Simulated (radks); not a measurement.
Question: Coherent X-ray form factor from a spherical all-electron density. All-electron calculation, non-relativistic Kohn-Sham, PBE, spin-polarised, spherical densities, point nucleus. Program: a radial shooting solver on a logarithmic mesh with Libxc functionals.

sin(theta)/lambda (1/angstrom)  f0 (electrons)
0.05                                    40.872
0.1                                     40.490
0.15                                    39.869
0.2                                     39.029
0.25                                    37.996
0.3                                     36.802
0.4                                     34.072
0.5                                     31.122
0.6                                     28.203
0.8                                     23.123
1                                       19.417
1.25                                    16.282
1.5                                     13.943
2                                       10.028

The species is in the configuration that NIST lists as its ground one. Which atom or ion scatters so?

Answer: The neodymium ion Nd19+, [Kr] 4d5. Extrapolating in s^2 from the first two rows gives f0(0) = 41.0, near the electron count 41; among species with that count, the fall with angle is slower the higher Z, and the table is that of Z = 60; from so few rows the species is fixed only to a neighbour or two.
